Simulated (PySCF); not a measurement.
# Two-component Hartree-Fock for Cl³⁺ (chlorine, charge +3)

Start: [Ne] 3s1 3p2 4s1; 3s1/2 filled at m_j = +1/2; 3p3/2 filled at m_j = +1/2, +3/2; 4s1/2 filled at m_j = +1/2. Calculated with PySCF 2.14 in x2c-SVPall-2c with one added diffuse shell each of s, p type (5s5p1d, 25 functions): generalised Hartree-Fock with the X2C-1e Hamiltonian and a Gaussian nucleus; one run each with spin-orbit coupling (SO) switched off, then screened by Boettger's factors. This is a chosen level, not necessarily the ground level.

```
spinor shell  electrons  ε, spin-free (eV)  ε, screened SO (eV)  weight of nominal j (screened SO)  rms radius, screened SO (bohr)
       1s1/2          2            -2919.1              -2919.1                              1.000                           0.105
       2s1/2          2            -344.10              -344.12                              1.000                           0.478
       2p1/2          2            -273.81              -275.34                              0.794                           0.448
       2p3/2          4            -273.81              -273.07                              0.897                           0.449
       3s1/2          1            -77.244              -77.249                              1.000                            1.45
       3p3/2          2            -59.889              -59.858                              0.826                            1.59
       4s1/2          1            -26.213              -26.215                              0.997                            3.43
```

```csv
quantity,spin-free,screened SO
E (hartree),-456.73448,-456.73252
M_J,3,3
⟨J²⟩,12.019,12.020
⟨L²⟩,2.019,2.021
⟨S²⟩,6.000,5.999
```

Each row is a mean over spinors that exchange with the open shell spreads, by up to 3.047 eV (2p3/2).

Rows whose weight is well below 1 are mixtures of j = l ± 1/2: exchange outweighs spin-orbit coupling there, and the label is only the starting occupation.

Without spin-orbit coupling the j labels of p, d and f shells carry no meaning; the spin-free column gives the mean over the occupied spinors of each nl shell.
